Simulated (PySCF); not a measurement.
## Calculated data, CH$_{3}$BSi

Calculation on a computer-drawn molecule: the log of a Hartree-Fock and frozen-core CCSD(T) single point meant for a local Hartree-Fock minimum, with one planted fault or none, to be diagnosed. Offsets are logged minus clean, where the clean run is the same molecule without the fault. The reference is restricted for singlets and unrestricted otherwise, and also for a bond in bohr or an excited solution. Adding or removing an electron swaps singlet and doublet. The excited solution moves the top pair (singlet) or top alpha electron (doublet) to the lowest empty orbital. Highest occupied and lowest empty are orbital energies over both spins, largest force is the largest gradient component, triples share is (T) over the correlation energy, the T1 limit is 0.02 restricted and 0.045 unrestricted, electrons count all cores, a negative frequency is imaginary (commonest isotopes), and the dipole is about the centre of nuclear charge. Program: PySCF 2.14.0.

```xyz
6
formula=CH3BSi meant_charge=0 meant_multiplicity=1 meant_basis=cc-pV(D+d)Z logged_electrons=28 logged_basis_functions=66 logged_SCF_converged=yes logged_spin_squared=2.1384 logged_highest_occupied=-8.1796 logged_lowest_empty=-0.33581 logged_largest_force=0.028776 logged_T1_diagnostic=0.03488 logged_D1_diagnostic=0.1179 logged_triples_share=0.036821 logged_CC_converged=yes logged_dipole_magnitude=0.96705 logged_SCF_stable_within_its_kind=yes logged_energy_HF=-353.09152 logged_energy_CCSD(T)=-353.41143 possible_faults=no_fault,one_electron_removed,one_electron_added,multiplicity_raised_by_two,geometry_at_a_saddle_point,SCF_held_on_an_excited_solution,minimal_basis_STO-3G,one_bond_length_entered_in_bohr,all_coordinates_scaled planted_fault=multiplicity_raised_by_two HF_energy_offset_from_clean_run=17.14 CCSD(T)_energy_offset_from_clean_run=34.46
C     -0.1961    -1.0158    -1.6113
B     -0.7453     0.0675    -0.9193
Si    -1.5884     1.5296     0.1139
H      0.5831    -0.8970    -2.3575
H     -0.5251    -2.0355    -1.4341
H     -0.7248     2.5599    -0.5856
```

Units: logged_highest_occupied, logged_lowest_empty in eV; logged_largest_force in hartree/bohr; logged_dipole_magnitude in debye; logged_energy_HF, logged_energy_CCSD(T) in hartree; HF_energy_offset_from_clean_run, CCSD(T)_energy_offset_from_clean_run in kcal/mol.

Drawn bonds:
```csv
atom,other atom,order
1,2,2
2,3,1
1,4,1
1,5,1
3,6,1
```
